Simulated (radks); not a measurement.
Species: Cd30+. Configuration: [Ar]. Method: Dirac Kohn-Sham, LDA (Slater exchange, Perdew-Wang correlation), spin-unpolarised, spherical densities, point nucleus; computed with a radial shooting solver on a logarithmic mesh with Libxc functionals.

Unscreened Slater integrals over Kohn-Sham orbitals (hartree). Large and small components are both included.

integral,value
"F0(3p3/2,3p3/2)",2.8133
"F2(3p3/2,3p3/2)",1.4139
"F0(3p3/2,3p1/2)",2.8493
"G2(3p3/2,3p1/2)",1.4220
"F0(3p3/2,3s1/2)",2.7815
"G1(3p3/2,3s1/2)",1.8062
"F0(3p3/2,2p3/2)",3.7305
"F2(3p3/2,2p3/2)",0.93898
"G0(3p3/2,2p3/2)",0.37359
"G2(3p3/2,2p3/2)",0.40910
"F0(3p1/2,3p1/2)",2.8873
"F0(3p1/2,3s1/2)",2.8153
"G1(3p1/2,3s1/2)",1.8007
"F0(3p1/2,2p3/2)",3.8138
"G2(3p1/2,2p3/2)",0.40593
"F0(3s1/2,3s1/2)",2.7570
"F0(3s1/2,2p3/2)",3.6162
"G1(3s1/2,2p3/2)",0.36270
"F0(2p3/2,2p3/2)",7.9042
"F2(2p3/2,2p3/2)",3.7641
